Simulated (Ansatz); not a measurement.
N2O (SMILES N#[N+][O-]), singlet, geometry from GFN2-xTB. Base run: MP2/def2-SVP run with Ansatz (an electronic-structure program).

Ansatz was given this input:
Ansatz 0.2 input:
```yaml
crystal:
  periodic: [false, false, false]
  atoms:
    - {symbol: N, position_ang: [-0.00000000, -0.00000000, -1.17224503]}
    - {symbol: N, position_ang: [-0.00000000, -0.00000000, -0.06654726]}
    - {symbol: O, position_ang: [0.00000000, 0.00000000, 1.08394325]}
basis:
  gaussian:
    orbitals: def2-SVP
magnetization: {spin_polarized: false}
correlation: {method: mp2}
```

The base run was repeated with changes; each row names its change, and settings that it needs were set with it.

```
change                 basis functions      E (Eh)  MP2 correlation (Eh)
---------------------  ---------------  ----------  --------------------
base                                42  -184.04984              -0.51806
basis = 6-31G                       27  -183.93474              -0.38337
basis = 3-21G                       27  -182.97884              -0.38184
basis = cc-pVDZ                     42  -184.21468              -0.51571
basis = pc-1                        42  -184.14938              -0.52149
basis = 6-31+G*                     57  -184.20196              -0.51847
basis = aug-cc-pVDZ                  ?           ?                     ?
basis = 6-311+G(2d,p)               81  -184.32222              -0.58248
basis = cc-pVTZ                     90  -184.38741              -0.63354
basis = pc-2                        90           ?                     ?
basis = def2-TZVPP                  93  -184.39312              -0.63093
basis = def2-TZVPD                   ?           ?                     ?
basis = aug-cc-pVTZ                  ?           ?                     ?
```

What belongs in the gaps?


- basis = aug-cc-pVDZ, basis functions: 69
- basis = aug-cc-pVDZ, E (Eh): -184.24806
- basis = aug-cc-pVDZ, MP2 correlation (Eh): -0.53607
- basis = pc-2, E (Eh): -184.37651
- basis = pc-2, MP2 correlation (Eh): -0.62090
- basis = def2-TZVPD, basis functions: 114
- basis = def2-TZVPD, E (Eh): -184.39637
- basis = def2-TZVPD, MP2 correlation (Eh): -0.63347
- basis = aug-cc-pVTZ, basis functions: 138
- basis = aug-cc-pVTZ, E (Eh): -184.40040
- basis = aug-cc-pVTZ, MP2 correlation (Eh): -0.64430

Totals compare only among sets that treat the same electrons; sets with core potentials leave the core out.
